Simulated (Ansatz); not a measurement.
Isolated molecules relaxed with PBE0-D4/def2-TZVP in Ansatz; ΔE leaves out vibrations. CBS: MP2 limit from def2 TZ/QZ plus the TZ coupled-cluster correction, frozen cores. This one scheme is used for every species. DFT in def2-TZVPP. Each species was taken in one conformer, which may not be the lowest.

Consider the ligand exchange at the Si–C bond: `OC(F)[SiH](F)F` + `C=N` → `C=N[SiH](F)F` + `OCF`.

`OC(F)[SiH](F)F`:

```xyz
9

O     0.934    0.386    1.282
C    -0.259    0.348    0.597
F    -0.709    1.642    0.333
Si    0.057   -0.509   -1.064
F     0.397   -2.031   -0.780
F    -1.288   -0.470   -1.900
H     0.784    0.653    2.194
H    -1.059   -0.127    1.181
H     1.143    0.107   -1.844
```

`C=N`:

```xyz
5

C    -0.211    0.150   -0.292
N     0.700    0.212    0.577
H    -0.861   -0.718   -0.458
H    -0.383    1.013   -0.937
H     0.756   -0.657    1.110
```

`C=N[SiH](F)F`:

Z-matrix (Å, degrees):
```
Si
N 1 1.711
F 1 1.582 2 107.9
F 1 1.591 2 112.8 3 -117.6
H 1 1.468 2 110.9 3 120.1
C 2 1.258 1 127.4 3 120.2
H 6 1.096 2 120.1 1 179.2
H 6 1.099 2 124.1 1 -0.9
```

`OCF`:

Cartesian coordinates in Å:
```
O 0.762 -0.548 0.538
C -0.106 0.073 -0.321
F -0.203 1.421 -0.041
H 0.367 -0.589 1.414
H -1.124 -0.328 -0.262
H 0.303 -0.030 -1.327
```

CCSD(T)/CBS gives -84.5 kJ/mol.

Q: Another level gave -100.2 kJ/mol. Which?
A. PBE/def2-TZVPP
B. r2SCAN/def2-TZVPP
C. MP2/def2-TZVPP
D. HF/def2-TZVPP

A: D. HF/def2-TZVPP -100.2, r2SCAN -84.3, MP2/def2-TZVPP -89.9, PBE -76.0 kJ/mol.

Largest T1 diagnostic among the species: 0.013.

In def2-TZVPP, CCSD(T) changes the Hartree–Fock value by +16.0 kJ/mol (the triples alone add +1.5 kJ/mol) and MP2 by +10.3 kJ/mol. From PBE to PBE0 (25 % exact exchange), in def2-TZVPP and without D4, ΔE moves by −6.4 kJ/mol.
